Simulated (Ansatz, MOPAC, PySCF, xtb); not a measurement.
Pair of molecules: C2H2 (SMILES C#C) (first 4 atoms) with C2H6 (SMILES CC); geometry from B3LYP-D3(BJ)/def2-TZVP, rigid monomers moved along the line of their centres of mass till H4···C5 is 3.31 Å.
(charge 0, multiplicity 1):
```xyz
12

C      0.42230    -0.24328    -0.58114
C     -0.33587     0.00521     0.31109
H      1.09553    -0.46376    -1.37326
H     -1.00566     0.22474     1.10642
C     -0.76345     0.28021     4.40912
C      0.70796    -0.12356     4.38567
H     -0.92585     1.22191     3.87939
H     -1.12436     0.41660     5.43034
H     -1.39224    -0.48148     3.94199
H      1.06666    -0.25915     3.36397
H      0.86794    -1.06197     4.92007
H      1.33309     0.63661     4.85806
```

Counterpoise-corrected where a basis set is named; no monomer relaxation. Rows marked so take none.

Frozen-core correlation. Rows in 6-31G* carry no dispersion term and start afresh at each structure (6-31G* with six Cartesian d functions). The state reached by PM7 isn't checked; PM7 holds dispersion and hydrogen-bond terms.

Run with Ansatz (Gaussian basis) for Hartree–Fock, density functionals and correlated methods; MOPAC for PM7 (differences of heats of formation); PySCF for 6-31G* rows, the dispersion terms; xtb for the GFN methods. Values without a source in brackets are computed.

| level | interaction energy (kcal/mol) |
|---|---|
| PM7 | -0.69 |
| GFN2-xTB | -0.74 |
| BP86/6-31G* (no counterpoise) | 0.03 |
| B3LYP/6-31G* (no counterpoise) | -0.31 |
| PBE0-D4/def2-TZVPPD | -0.88 |
| M06-2X/6-31G* (no counterpoise) | -0.83 |
| wB97X-V/def2-TZVPPD | -0.78 |
| wB97M-V/def2-TZVPPD | -0.71 |
| SCS-MP2/aug-cc-pVDZ | … |

Q: What belongs in the gaps?

A: 
- SCS-MP2/aug-cc-pVDZ, interaction energy (kcal/mol): -0.55

Ansatz is an electronic-structure program.
